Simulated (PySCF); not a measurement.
dichloro(silyloxy)silane (Cl2H4OSi2), SMILES [SiH3]O[SiH](Cl)Cl. Atoms are numbered in the order given.

```xyz
9

Si    -2.2705    -0.4823     0.4489
O     -0.7868     0.0147     1.0554
Si     0.6779     0.3764     0.4334
Cl     0.4100     1.4718    -1.2824
Cl     1.6603    -1.3481    -0.0731
H     -2.0522    -1.3231    -0.7603
H     -3.0821     0.7126     0.0962
H     -2.9488    -1.2692     1.5096
H      1.4791     1.1400     1.4014
```

The structure is a stationary point at ωB97X-D3(BJ)/def2-SVP. One conformer was computed; it need not be the lowest.

Two levels are set side by side: PBE/pcSseg-1 (PySCF) and PBE0/pcSseg-1 (PySCF). GIAO shifts against H2O (¹⁷O), HCl (³⁵Cl), TMS (²⁹Si), TMS (¹H) at the same level; non-relativistic, no solvent, atoms listed together averaged. Without spin–orbit terms, shifts of atoms bonded to Cl or Br come out too high at both levels. Differences are taken from unrounded values.

```json
[
 {"quantity": "δ(²⁹Si) of Si1 (ppm)", "PBE0": "-33.3"},
 {"quantity": "δ(¹⁷O) of O2 (ppm)", "PBE0": "72.2"},
 {"quantity": "δ(²⁹Si) of Si3 (ppm)", "PBE0": "-12.2"},
 {"quantity": "δ(¹H) of H9 (ppm)", "PBE0": "5.80"}
]
```

Problem. What does PBE give, and how far is it from PBE0? (Estimate from the structure and the level; the computed values follow.)

Solution. 
| quantity | PBE | PBE minus PBE0 |
|---|---|---|
| δ(²⁹Si) of Si1 (ppm) | -35.2 | -1.9 |
| δ(¹⁷O) of O2 (ppm) | 85.6 | 13.4 |
| δ(²⁹Si) of Si3 (ppm) | -13.2 | -1.0 |
| δ(¹H) of H9 (ppm) | 6.07 | 0.27 |

Rough cost on one machine, each run with all the roots and properties that it gave: PBE0 against PBE within a factor of 2.
